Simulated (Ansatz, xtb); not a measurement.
**Relative energy of two isomers of C5H5FSe**

Structure a is `Cc1c[se]cc1F`, a singlet and structure b is `FCc1cc[se]c1`, a singlet. Both are isolated molecules in the gas phase, relaxed with r2SCAN-D4/def2-SVP; the shapes shown needn't be the lowest conformers.

a (Å):

```xyz
12

C    -2.1424   -0.5237    0.4949
C    -0.7835   -1.0807    0.2047
C    -0.3575   -2.3587    0.4655
C     1.4542   -0.8760   -0.6313
C     0.2433   -0.2853   -0.4027
F    -0.0156    0.9911   -0.7209
Se    1.4113   -2.6441   -0.0533
H    -2.0771    0.3424    1.1737
H    -2.6290   -0.1690   -0.4285
H    -2.7913   -1.2789    0.9594
H    -0.9380   -3.1615    0.9217
H     2.3354   -0.4202   -1.0803
```

b (Å):

```xyz
12

C    -1.2150   -1.2723    1.5784
C    -0.8038   -0.6116    0.2994
C    -0.3439    0.7465    0.2586
C     0.0180    1.1956   -0.9826
C    -0.8102   -1.2405   -0.9223
F    -2.0799   -0.4556    2.2896
Se   -0.1948   -0.1262   -2.2776
H    -1.7140   -2.2365    1.3815
H    -0.3358   -1.4597    2.2229
H    -0.3029    1.3762    1.1513
H     0.3891    2.1851   -1.2514
H    -1.1283   -2.2619   -1.1369
```

Quicker runs give these differences E(b) − E(a): GFN2-xTB +0.201 eV; HF/STO-3G +0.370 eV (at GFN2-xTB geometries); r2SCAN-D4/def2-SVP//GFN2-xTB +0.221 eV.

Problem. Estimate E(b) − E(a) at the level CCSD(T)/def2-SVP + ΔMP2/def2-TZVPP.

Solution. Too close to call at this level: CCSD(T)/def2-SVP + ΔMP2/def2-TZVPP gives E(b) − E(a) = +0.046 eV.

The same difference at several levels:

| level | geometry | E(b) − E(a) (eV) | departure from the last row (eV) | job, with rough time for the two |
| --- | --- | --- | --- | --- |
| GFN2-xTB | GFN2-xTB | +0.201 | +0.155 | optimisation, 0.18 s |
| HF/STO-3G | GFN2-xTB | +0.370 | +0.324 | single point, 0.46 s |
| r2SCAN-D4/def2-SVP//GFN2-xTB | GFN2-xTB | +0.221 | +0.175 | single point, 4.1 s |
| r2SCAN-D4/def2-SVP | r2SCAN-D4/def2-SVP | +0.186 | +0.140 | optimisation, 76 s |
| HF/def2-SVP | r2SCAN-D4/def2-SVP | +0.038 | −0.008 | part of the CCSD(T) run |
| MP2/def2-SVP | r2SCAN-D4/def2-SVP | +0.108 | +0.062 | part of the CCSD(T) run |
| CCSD(T)/def2-SVP | r2SCAN-D4/def2-SVP | +0.101 | +0.055 | single point |
| CCSD(T)/def2-SVP + ΔMP2/def2-TZVPP | r2SCAN-D4/def2-SVP | +0.046 |  | single point, 90 s |

As drawn, both hold the same kinds of bond in the same numbers. Structure a has 1 methyl group, b 0.

The largest departure from CCSD(T)/def2-SVP + ΔMP2/def2-TZVPP is that of HF/STO-3G, 0.324 eV. The last row adds to CCSD(T) the change of the MP2 difference between the two basis sets, here −0.055 eV.

With thermal terms from frequencies at re-optimised GFN2-xTB minima (ideal gas, soft modes damped towards free rotors, one conformer each, 298.15 K, 1 atm): the zero-point term adds +0.008 eV; ΔH is +0.045 and ΔG +0.057 eV.

The correlated steps freeze 15 core orbitals; the filled d shell of Se is correlated, in a basis made for valence electrons. Programs: Ansatz 0.2.0, xtb 6.7.1; the last row on 4 threads of Arm Neoverse V2 on a shared host.
